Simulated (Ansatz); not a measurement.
Basis sets compared for Ge(CF3)H3 (CH3F3Ge). Charge 0, multiplicity 1. Geometry PBE0-D4/def2-SVP. Ansatz on 4 threads of Arm Neoverse N1 on a shared host; times are rough, and most runs start from earlier orbitals.

| atom | x (Å) | y (Å) | z (Å) |
| --- | --- | --- | --- |
| Ge1 | -0.6028 | -0.2997 | -0.7518 |
| C2 | 0.5892 | 0.2929 | 0.7346 |
| F3 | 1.1012 | -0.7505 | 1.4001 |
| F4 | -0.0708 | 1.0475 | 1.6228 |
| F5 | 1.6181 | 1.0199 | 0.2802 |
| H6 | -1.1933 | 0.9583 | -1.3989 |
| H7 | -1.6988 | -1.1803 | -0.1407 |
| H8 | 0.2572 | -1.0881 | -1.7463 |

Binding counts from free atoms (Ge triplet, C triplet, F doublet, H doublet) in the same basis, without a counterpoise term.

| level | functions | energy (Eh) | HOMO (eV) | LUMO (eV) | binding per atom (eV) | wall time |
| --- | --- | --- | --- | --- | --- | --- |
| HF/STO-3G | 41 | -2385.0308 | -9.07 | 11.42 | 2.85 | 0.2 s |
| PBE-D4/def2-SVP | 103 | -2415.2672 | -7.61 | -0.16 | 3.60 | 1.2 s |
| PBE0-D4/def2-SVP | 103 | -2415.3242 | -9.24 | 0.60 | 3.47 | 1.9 s |

Problem. Estimate the rows for HF/def2-TZVP, PBE-D4/def2-TZVP, PBE0-D4/def2-TZVP (with forces).

Solution. 
```json
{"level": "HF/def2-TZVP", "functions": "190", "energy (Eh)": "-2413.4361", "HOMO (eV)": "-13.10", "LUMO (eV)": "3.46", "binding per atom (eV)": "2.34", "wall time": "2 s"}
{"level": "PBE-D4/def2-TZVP", "functions": "190", "energy (Eh)": "-2415.9401", "HOMO (eV)": "-7.83", "LUMO (eV)": "-0.32", "binding per atom (eV)": "3.52", "wall time": "2.3 s"}
{"level": "PBE0-D4/def2-TZVP (with forces)", "functions": "190", "energy (Eh)": "-2415.9947", "HOMO (eV)": "-9.35", "LUMO (eV)": "0.49", "binding per atom (eV)": "3.41", "wall time": "4.8 s"}
```
